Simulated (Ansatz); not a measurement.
Calculated with Ansatz (gas phase, PBE0-D4/def2-TZVP geometries, no zero-point term in ΔE). CCSD(T)/CBS adds triple-zeta CCSD(T) − MP2 to the extrapolated MP2 energy (def2 sets, frozen cores). This one scheme is used for every species. Each species was taken in one conformer, which may not be the lowest.

`F[SiH2][SiH](F)F` → `F[SiH2]F` + `F[SiH]`  (silylene formation by 1,1-elimination)

| species | CCSD(T)/def2-SVP energy (Eh) |
| --- | --- |
| `F[SiH2][SiH](F)F` | -878.45680 |
| `F[SiH2]F` | -489.33174 |
| `F[SiH]` | -389.06559 |

**Question.** Work out ΔE.

**Answer.** ΔE = (-489.33174) + (-389.06559) − (-878.45680) = 0.05947 Eh = +37.3 kcal/mol. CCSD(T)/CBS gives +42.1 kcal/mol.

**Question.** What do rigid-rotor, harmonic-oscillator terms from PBE0-D4/def2-TZVP frequencies (298.15 K, 1 bar) make of the CCSD(T)/CBS value? (Estimate.)

**Answer.** Ansatz gave: ΔZPE = -2.3 kcal/mol, ΔH = +40.2 kcal/mol, ΔS = 147 J/(mol·K), ΔG = +29.7 kcal/mol. Modes under 50 cm⁻¹ make the entropy rough.

Largest T1 diagnostic among the species: 0.015.

From BLYP to BHLYP (50 % exact exchange), in def2-TZVPP and without D4, ΔE moves by +5.6 kcal/mol. Leaving LDA and LC-ωPBE aside and taking each functional with its dispersion term where it has one, the values, not all of them listed here, spread over 8.6 kcal/mol, from BLYP-D4 to r2SCAN0-D4. LDA lies +6.6 kcal/mol from PBE without D4.
